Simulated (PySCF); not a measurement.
C3H6OSi.

```xyz
11

C     -0.7278     1.2439     0.0000
C     -1.3488     0.0473     0.0000
Si    -0.0383    -1.2537     0.0000
C      1.3064     0.1184     0.0000
O      0.6058     1.3712     0.0000
H     -1.2229     2.2213     0.0000
H     -2.4369    -0.0108     0.0000
H      0.0279    -2.1397     1.2044
H      0.0279    -2.1397    -1.2044
H      1.9573     0.0964     0.8882
H      1.9573     0.0964    -0.8882
```
Charge 0, spin multiplicity 1.

Geometry: PBE0-D3(BJ)/def2-SVP. The structure was generated by enumeration, and PubChem lists no compound with its InChIKey, so it may never have been made. Other conformers were not sampled.

Level of theory: B3LYP/pcSseg-1 run with PySCF. Non-relativistic, no solvent.

Computed absolute GIAO shielding of each atom: isotropic value and principal components (ppm):
| atom | σ(iso) | σ11 | σ22 | σ33 | span |
|---|---|---|---|---|---|
| C1 | 5.6 | -110.7 | 42.4 | 85.2 | 195.9 |
| C2 | 92.1 | -10.7 | 125.3 | 161.6 | 172.3 |
| Si3 | 375.0 | 346.9 | 355.7 | 422.2 | 75.3 |
| C4 | 122.2 | 83.6 | 96.6 | 186.5 | 102.9 |
| O5 | 173.8 | 60.7 | 218.1 | 242.4 | 181.7 |
| H6 | 24.5 | 22.0 | 24.1 | 27.4 | 5.3 |
| H7 | 26.8 | 25.7 | 26.1 | 28.7 | 3.1 |
| H8 | 26.7 | 23.9 | 24.2 | 32.1 | 8.2 |
| H9 | 26.7 | 23.9 | 24.2 | 32.1 | 8.2 |
| H10 | 27.5 | 23.3 | 26.5 | 32.7 | 9.4 |
| H11 | 27.5 | 23.3 | 26.5 | 32.7 | 9.4 |
